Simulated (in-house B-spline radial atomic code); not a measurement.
# Ionising neutral tellurium with different functionals

Computed with a B-spline radial code for spherical atoms: scalar-relativistic (spin-free X2C) Hamiltonian, Fermi nucleus of rms radius 4.7423 fm, spin-polarised at highest spin, spherical fractional occupations for the functionals, and exact exchange of hybrids averaged over the configuration. The ionisation energy is the difference of two self-consistent energies, [Kr] 4d10 5s2 5p4 → [Kr] 4d10 5s2 5p3, without Breit or QED terms; ε is the level of the shell that loses the electron (its least bound occupied spin orbital). There is no spin-orbit coupling in this Hamiltonian.

```
   method                    rung  ΔSCF (eV)  -ε(5p) (eV)
     PBE0           global hybrid       8.65         6.20
    B3LYP           global hybrid       8.89         6.14
    TPSSh           global hybrid       8.59         5.59
BHandHLYP           global hybrid       8.74         7.17
  r2SCAN0           global hybrid       8.49         6.18
    B97-1           global hybrid       8.79         6.00
    HSE06  range-separated hybrid       8.73         5.86
    wB97X  range-separated hybrid          ?            ?
CAM-B3LYP  range-separated hybrid          ?            ?
  LC-wPBE  range-separated hybrid       8.76         8.84
```

(1) What does wB97X give?

(2) What does CAM-B3LYP give?

(3) Among the functionals, which spreads more, the ΔSCF values or the orbital energies?

(4) How do they compare with the NIST value?

## Answers

(1) ΔSCF 9.16 eV, and -ε(5p) = 8.65 eV.

(2) ΔSCF 8.95 eV, and -ε(5p) = 7.63 eV.

(3) The orbital energies: ΔSCF values span about 0.67 eV and the orbital energies 3.25 eV; here energy differences depend much less on the functional than eigenvalues do.

(4) NIST lists 9.010 eV (measured, ground level to ground level). Errors run from -0.52 to +0.15 eV; CAM-B3LYP is closest (-0.06 eV), but part of that can be cancellation, since the calculations leave out spin-orbit coupling, Breit-QED terms, multiplet and fine-structure energies.
